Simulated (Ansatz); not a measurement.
Cost and result for the atomization energy of C₅H₈BClO₃, SMILES `CC1=CC(C)=[O+][B-](O)(Cl)O1` (18 atoms, 18 bonds).

Z-matrix (Å, degrees):
```
C
C 1 1.484
H 1 1.092 2 109.6
H 1 1.094 2 108.4 3 -116.5
H 1 1.088 2 112.1 3 122.6
C 2 1.388 1 122.8 3 -128.9
O 2 1.281 1 115.5 3 49.6
C 6 1.388 2 118.1 1 170.1
H 6 1.079 2 120.7 1 -1.4
B 7 1.520 2 121.1 1 166.6
C 8 1.484 6 122.8 2 -170.1
O 8 1.281 6 121.7 2 8.3
O 10 1.386 7 111.9 2 155.4
Cl 10 1.846 7 107.3 2 -81.4
H 11 1.094 8 108.4 6 -114.8
H 11 1.088 8 112.1 6 6.2
H 11 1.092 8 109.6 6 128.8
H 13 0.959 10 112.8 7 -59.5
```

The species carries charge 0 and has multiplicity 1. Geometry: relaxed with PBE0-D4/def2-TZVP. It is one conformer, not always the lowest. Program: Ansatz. All runs use 4 threads of an AMD EPYC 7R13 on a shared host and a share of an NVIDIA H100 80 GB. Times are those of one run each, without the atoms' runs, and a repeat can differ threefold. Electronic energies, without spin–orbit coupling; frozen cores. CCSD(T)/CBS adds CCSD(T) − MP2 in def2-TZVPP to the MP2 limit, and its time is that of the two runs behind it. T1 = 0.016.

CCSD(T)/CBS is a level of theory with its own doubt, some kJ/mol a heavy atom from the limit and from the frozen cores, so smaller differences don't rank the functionals.

```tsv
level	functions	wall time	atomization (kcal/mol)	difference from CCSD(T)/CBS	per bond
ωB97X-V/def2-TZVPP	433	4.2 s	1913.1	7.2	0.4
PBE-QIDH/def2-TZVPP	433	4.6 s	1910.4	4.5	0.2
BHLYP-D4/def2-TZVPP	433	5.5 s	1842.1	-63.8	-3.5
B2PLYP/def2-TZVPP	433	6 s	1891.9	-14.0	-0.8
CCSD(T)/def2-SVP	184	6.5 s	1828.3	-77.6	-4.3
PBE0-D4/def2-TZVPP	433	9 s	1930.4	24.5	1.4
BLYP-D4/def2-TZVPP	433	10 s	1914.1	8.2	0.5
B97M-V/def2-TZVPP	433	11 s	1921.3	15.4	0.9
MP2/def2-QZVPP	823	11 s	1942.9	37.0	2.1
LDA (SPW92)/def2-TZVPP	433	14 s	2229.5	323.6	18.0
PBE-D4/def2-TZVPP (with forces)	433	15 s	1975.6	69.7	3.9
CCSD(T)/def2-TZVPP	433	31 s	1858.8	-47.1	-2.6
CCSD(T)/CBS(def2)	–	42 s	1905.9	0.0	0.0
```

At CCSD(T), def2-SVP lies −77.6 kcal/mol from the extrapolated value and def2-TZVPP −47.1 kcal/mol: correlation converges slowly with the basis, and small sets miss more of it in the bonded molecule than in its fragments. The D4 term adds +19.3 kcal/mol with B3LYP and +10.4 kcal/mol with PBE0; it sums over pairs of atoms, weighted by their polarisabilities, and B3LYP, whose exchange is more repulsive, gets the larger term. From r2SCAN to r2SCAN0 (25 % exact exchange), in def2-TZVPP and without D4, the atomization energy moves by −38.0 kcal/mol: exact exchange takes away binding that semilocal exchange gives to molecules.

B3LYP here is the variant with VWN-RPA as its local correlation; programs differ in this.
